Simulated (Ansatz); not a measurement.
Redistribution: C3H7Cl + C2H3F2I → C2H4ClF + C3H6FI

Gas-phase species: C3H7Cl `CC(C)Cl`, singlet; C2H3F2I `FCC(F)I`, singlet; C2H4ClF `CC(F)Cl`, singlet; C3H6FI `CC(I)CF`, singlet. The partners trade CH3 for F; both sit on C, so the bond types are kept.

Shapes, held fixed at every level: PBE0-D4/def2-TZVP. Flexible molecules stand in one conformer, not always the lowest. Programs: Ansatz 0.2.0. Electronic energies: no zero-point or thermal term.

| level | kind | ΔE (kJ/mol) | less CCSD(T)/def2-TZVPP |
| --- | --- | --- | --- |
| HF/def2-TZVPP | Hartree–Fock | -14.2 | +1.3 |
| r2SCAN-D4/def2-TZVPP | meta-GGA | -12.7 | +2.8 |
| wB97M-V/def2-TZVPP | range-separated hybrid | -14.3 | +1.2 |
| wB97X-V/def2-TZVPP | range-separated hybrid | -14.0 | +1.5 |
| B2PLYP/def2-TZVPP | double hybrid | -13.1 | +2.4 |
| CCSD/def2-TZVPP | coupled cluster or CI | -15.5 | 0.0 |
| CCSD(T)/def2-TZVPP | coupled cluster or CI | -15.5 | 0.0 |

The highest level, CCSD(T)/def2-TZVPP, gives ΔE = -15.5 kJ/mol; the levels span -15.5 to -12.7. The column of differences is taken from that level and isn't an error. No measured value is set beside it here. For atoms past krypton def2 sets carry core potentials with scalar relativity. Outer-core shells of I are correlated, in sets that cover them unevenly.
